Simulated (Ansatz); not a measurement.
Gas-phase electronic energies from Ansatz, PBE0-D4/def2-TZVP geometries. CBS: MP2 limit from def2 TZ/QZ plus the TZ coupled-cluster correction, frozen cores. DFT in def2-TZVPP. HSE06 is defined as in plane-wave codes. def2 core potentials past Kr. For Sb, Sn outer-core shells are correlated without core-valence functions, which leaves a few kJ/mol of doubt a bond. One conformer a species, not always the lowest.

`[F][SnH]([SiH3])[Cl]` + `S[CH2][SbH2]` → `[SiH3][CH2][SbH2]` + `[F][SnH]([SH])[Cl]`  (redistribution)

CCSD(T)/CBS gives -0.98 eV.

Problem. Another level gave -0.95 eV. Which?
A. PBE/def2-TZVPP
B. B97M-V/def2-TZVPP
C. BHLYP/def2-TZVPP
D. HSE06/def2-TZVPP

Solution. C. BHLYP -0.95, HSE06 -0.89, B97M-V -1.03, PBE -0.84 eV.

Largest T1 diagnostic among the species: 0.013.

The D4 term adds −0.03 eV with B3LYP and −0.02 eV with PBE0; it sums over pairs of atoms, weighted by their polarisabilities, and B3LYP, whose exchange is more repulsive, gets the larger term. From BLYP to BHLYP (50 % exact exchange), in def2-TZVPP and without D4, ΔE moves by −0.11 eV.

B3LYP here is the variant with VWN-RPA as its local correlation; programs differ in this.
